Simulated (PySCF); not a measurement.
Cu²⁺: excitation energy

Cu²⁺ [Ar] 3d9 (2D) → Cu²⁺ [Ar] 3d8 4p1 (high-spin determinant), as a difference of total energies. All numbers are calculated (PySCF 2.14, scalar relativity by spin-free X2C-1e, in x2c-TZVPPall with one added diffuse shell each of s, p, d, f type (7s6p5d3f1g, 80 functions)). Correlated levels: valence: [Ar] frozen; valence and next inner shell: [Ne] frozen. The calculations carry no spin-orbit coupling.

```csv
method,excitation energy (eV)
UHF,12.952
LDA,15.271
PBE,14.701
PBE0,14.511
r2SCAN,14.071
revPBE,14.633
PBEsol,14.883
MN15,15.912
M06-2X,14.667
MP2 (valence),15.096
SCS-MP2 (valence),14.994
MP2 (valence and next inner shell),15.606
SCS-MP2 (valence and next inner shell),15.346
```

**Question.** How much does correlation contribute at MP2 (valence and next inner shell)?

**Answer.** 15.606 − (12.952) = 2.654 eV, measured against UHF.

A first-order spin-orbit estimate (lowest level to lowest level, LS coupling) adds -0.016 eV.

The determinant of the upper state mixes LS terms, which raises its energy above the lowest term, most at the Hartree-Fock and MP2 levels.
